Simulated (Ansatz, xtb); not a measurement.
**Ligand exchange: C2HF + SiH3(GeH3) → C2H4Si + GeH3F**

Gas-phase species: C2HF `C#CF`, singlet; SiH3(GeH3), singlet; C2H4Si (ethynylsilane) `C#C[SiH3]`, singlet; GeH3F (fluorogermane) `[F][GeH3]`, singlet. The partners trade F for SiH3: C–F and Ge–SiH3 bonds give way to C–SiH3 and Ge–F.

Shapes, held fixed at every level: PBE0-D4/def2-TZVP. Programs: Ansatz 0.2.0, xtb 6.7.1. The zero-point and thermal change to 298 K, harmonic and unscaled (PBE0-D4/def2-TZVP), is +0.8 kJ/mol.

(1) Estimate ΔH(298 K) of this reaction.

## Answers

(1) The highest level, CCSD(T)/def2-TZVPP, gives ΔH(298 K) = -210.5 kJ/mol; the levels span -213.4 to -142.5. GFN1-xTB strays far from the other rows. The column of differences is taken from that level and isn't an error. No measured value is set beside it here. Relativity is left out for Ge. Outer-core shells of Ge are correlated, in sets that cover them unevenly.

```json
{"level": "GFN1-xTB", "kind": "semi-empirical", "ΔH(298 K) (kJ/mol)": "-142.5", "less CCSD(T)/def2-TZVPP": "+68.0"}
{"level": "r2SCAN-D4/def2-TZVPP", "kind": "meta-GGA", "ΔH(298 K) (kJ/mol)": "-198.9", "less CCSD(T)/def2-TZVPP": "+11.6"}
{"level": "B3LYP-D4/def2-TZVPP", "kind": "global hybrid", "ΔH(298 K) (kJ/mol)": "-201.4", "less CCSD(T)/def2-TZVPP": "+9.1"}
{"level": "PBE0-D4/def2-TZVPP", "kind": "global hybrid", "ΔH(298 K) (kJ/mol)": "-184.5", "less CCSD(T)/def2-TZVPP": "+26.0"}
{"level": "B2PLYP/def2-TZVPP", "kind": "double hybrid", "ΔH(298 K) (kJ/mol)": "-213.4", "less CCSD(T)/def2-TZVPP": "-2.9"}
{"level": "MP2/def2-SVP", "kind": "perturbation theory", "ΔH(298 K) (kJ/mol)": "-204.8", "less CCSD(T)/def2-TZVPP": "+5.7"}
{"level": "CCSD(T)/def2-SVP", "kind": "coupled cluster or CI", "ΔH(298 K) (kJ/mol)": "-193.4", "less CCSD(T)/def2-TZVPP": "+17.1"}
{"level": "CCSD(T)/def2-TZVPP", "kind": "coupled cluster or CI", "ΔH(298 K) (kJ/mol)": "-210.5", "less CCSD(T)/def2-TZVPP": "0.0"}
```
